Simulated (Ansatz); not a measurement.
`C1N[SiH2][Te]1`. The species carries charge 0 and has multiplicity 1. Te takes the def2 core potential. All single points use the PBE0-D4/def2-TZVP geometry.

```xyz
9

C     0.815   -0.096    0.981
N     0.307   -0.645   -0.256
Si   -0.941    0.350   -0.881
Te   -0.452    1.686    1.158
H     1.860    0.218    0.933
H     0.651   -0.734    1.852
H     0.720   -1.493   -0.607
H    -0.671    0.990   -2.199
H    -2.289   -0.276   -0.981
```

(1) What is the dipole moment at r2SCAN/def2-TZVPP? (Best estimate.)

(2) And with PBE, B3LYP, ωB97M-V? (Best estimate.)

(3) Give the Mulliken charges with r2SCAN, ωB97M-V, PBE in def2-TZVPP. (An estimate is asked.)

Answers

(1) The calculation gave: 2.01 D, with components (1.00, -1.68, -0.46) D in this frame, pointing from negative to positive charge.

(2) The calculation gave: PBE 1.89 D, B3LYP 1.87 D, ωB97M-V 1.90 D.

(3) Computed: 
```
atom  r2SCAN  ωB97M-V    PBE
  C1   -0.06    -0.23  -0.17
  N2   -0.39    -0.31  -0.29
 Si3    0.40     0.29   0.27
 Te4   -0.11    -0.07  -0.07
  H5    0.10     0.16   0.13
  H6    0.10     0.16   0.13
  H7    0.13     0.09   0.13
  H8   -0.09    -0.04  -0.07
  H9   -0.09    -0.04  -0.07
```

B3LYP here is the variant with VWN-RPA as its local correlation; programs differ in this.
